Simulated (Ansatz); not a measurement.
A made-up structure of AlBH$_{3}$OF, singlet:

F1  (-1.333, 0.786, 1.834)
B2  (-1.285, 0.576, 0.518)
O3  (-0.185, 0.068, -0.027)
Al4  (1.275, -0.580, -0.570)
H5  (2.047, 0.633, -0.077)
H6  (1.385, -2.151, -0.629)
H7  (2.396, 0.440, -1.001)
(Å)

It is relaxed with PBE-D4/def2-SVP and then PBE0-D4/def2-TZVP (Ansatz 0.2.0). Atoms count as bonded within 1.22 times the sum of their covalent radii (H–H: 0.88 Å). The end point is not checked to be a true minimum.

**Question.** Does its bonding change? (Judge from chemistry; the calculation decides.)

**Answer.** By the calculation: No: no bond forms or breaks.

Where it ends: The first stage lowers the energy by 3.28 eV in 12 steps. It ends as AlBH₃OF ([F][B][O][AlH3]):
```xyz
7
angstrom
F -2.1305 0.9080 1.3426
B -1.0461 0.5349 0.8018
O -0.0133 0.1795 0.2862
Al 1.7203 -0.4110 -0.5250
H 2.7009 0.1008 0.6281
H 1.4188 -1.9777 -0.6078
H 1.6502 0.4368 -1.8771
```

Labels in which every atom is bracketed show which atoms are joined, not bond orders.

For scale, one of the runs: PBE0-D4/def2-TZVP relaxation, 148 basis functions, launched by `ansatz run in.yaml --threads 2 --pin off --events-out ev --progress --plain --max-ram 4352MiB`. The run took about 35 s on 2 CPU threads of an AMD EPYC 7571 (shared host).
